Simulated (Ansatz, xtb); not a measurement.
C4H7BN2: which of two isomers lies lower

We compare X, `Bn1nccc1C`, a singlet, with Y, `Bn1ccc(C)n1`, a singlet. Both are isolated molecules in the gas phase, relaxed with PBE-D3(BJ)/def2-SVP; the shapes shown needn't be the lowest conformers.

X (Å):

```xyz
14

C     1.2472    1.9659   -0.0639
C     1.3841    1.0912   -1.1943
C     0.5813    0.0065   -0.9102
C     0.3100   -1.2294   -1.7014
B    -0.9034   -0.5526    1.0928
N     0.0052    0.2590    0.3464
N     0.4317    1.4785    0.8521
H    -1.2481   -1.6095    0.6111
H    -1.2825   -0.1467    2.1645
H     1.7283    2.9407    0.0975
H     1.9908    1.2399   -2.0942
H     0.8745   -1.1968   -2.6515
H    -0.7670   -1.3365   -1.9444
H     0.6112   -2.1454   -1.1533
```

Y (Å):

```xyz
14

C    -0.1903    1.4572   -0.3576
C     0.9829    1.1250   -0.9865
C     1.0803   -0.3117   -0.8533
C     2.1696   -1.2004   -1.3610
B    -1.9809    0.1322    0.8430
N    -0.7560    0.2760    0.1220
N     0.0424   -0.8066   -0.1932
H    -2.3249   -0.9734    1.1856
H    -2.6067    1.1466    1.0683
H    -0.6901    2.4188   -0.1977
H     1.6904    1.7996   -1.4808
H     2.2683   -1.1229   -2.4635
H     3.1508   -0.9196   -0.9256
H     1.9511   -2.2514   -1.0967
```

Energies in hartree; the thermal terms are from GFN2-xTB frequencies at re-optimised GFN2-xTB minima (ideal gas, soft modes damped towards free rotors, one conformer each, 298.15 K, 1 atm) and include the zero-point energy:

```
                              X           Y
E, CCSD(T)/def2-SVP  −289.941622  −289.943302
    E, MP2/def2-SVP  −289.852990  −289.854861
  E, MP2/def2-TZVPP  −290.379682  −290.381595
  zero-point energy     0.107855     0.107515
       H(298 K) − E     0.115551     0.115340
       G(298 K) − E     0.077604     0.076951
```

Correct the CCSD(T) difference for the basis set by the MP2 change, then work out ΔE, ΔE₀, ΔH and ΔG for X → Y in kcal/mol (1 Eh = 627.51 kcal/mol) and the equilibrium ratio [Y]/[X].

1. Differences Y − X: CCSD(T) −0.001680, MP2 in the small set −0.001871, MP2 in the large set −0.001913 Eh.
2. ΔE = −0.001680 + (−0.001913 − (−0.001871)) = −0.001722 Eh = −1.08 kcal/mol.
3. ΔE₀ = ΔE + ΔZPE = −0.001722 + (−0.000340) Eh = −1.29 kcal/mol.
4. ΔH = ΔE + (−0.000211) Eh = −1.21 kcal/mol.
5. ΔG = ΔE + (−0.000653) Eh = −1.49 kcal/mol, so ΔS = (ΔH − ΔG)/T = +3.9 J/(mol K).
6. kT = 0.9442 mEh, so K = [Y]/[X] = exp(−ΔG/kT) = exp(+2.52) ≈ 12.

Structure Y is favoured at this temperature. An error of 1 kcal/mol in ΔG would change K by a factor of 5.4. Mirror images and further conformers aren't counted.

As drawn, both hold the same kinds of bond in the same numbers.

Other levels gave ΔE = −0.6 (GFN2-xTB); −0.2 (HF/STO-3G, GFN2-xTB geometries); −1.2 (r2SCAN-D4/def2-SVP, GFN2-xTB geometries); −1.0 (PBE-D3(BJ)/def2-SVP); −1.7 (HF/def2-SVP); −1.2 (MP2/def2-SVP); −1.1 (CCSD(T)/def2-SVP) kcal/mol. The correlated steps freeze 7 core orbitals. Programs: Ansatz 0.2.0, xtb 6.7.1.
